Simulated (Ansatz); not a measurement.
Calculated with Ansatz (gas phase, PBE0-D4/def2-TZVP geometries, no zero-point term in ΔE). CCSD(T)/CBS is the MP2 limit (def2-TZVPP, def2-QZVPP) plus CCSD(T) − MP2 in def2-TZVPP, frozen cores. This one scheme is used for every species. DFT in def2-TZVPP. HSE06 is defined as in plane-wave codes. def2 core potentials past Kr. For Sn outer-core shells are correlated without core-valence functions, which leaves a few kJ/mol of doubt a bond. Each species was taken in one conformer, which may not be the lowest.

Reaction (formal exchange of groups at the Sn–O bond): `C[O][SnH2][SH]` + `[SiH3]S` → `S[SiH2][SnH2][SH]` + CH₃OH

| level | ΔE (kJ/mol) | difference from CCSD(T)/CBS |
| --- | --- | --- |
| PBE0-D4 | -26.3 | -16.2 |
| r2SCANh-D4 | -14.3 | -4.2 |
| BHLYP-D4 | -11.6 | -1.5 |
| revPBE | -17.1 | -7.0 |
| r2SCAN | -11.0 | -0.9 |
| PBE0 | -22.3 | -12.2 |
| r2SCAN0 | -15.9 | -5.8 |
| HSE06 | -22.7 | -12.6 |
| HF/def2-TZVPP | 9.3 | 19.4 |
| MP2/def2-QZVPP | -9.9 | 0.2 |
| CCSD(T)/CBS | -10.1 | 0 |

Largest T1 diagnostic among the species: 0.013.

From r2SCAN to r2SCAN0 (25 % exact exchange), in def2-TZVPP and without D4, ΔE moves by −4.9 kJ/mol. Leaving LDA and LC-ωPBE aside and taking each functional with its dispersion term where it has one, the values, not all of them listed here, spread over 23.2 kJ/mol, from HSE06-D4 to B97M-V. LDA lies −9.8 kJ/mol from PBE without D4.

CCSD(T)/CBS has its own doubt, a few kJ/mol and more with outer-core shells, so smaller differences from it don't rank the levels.
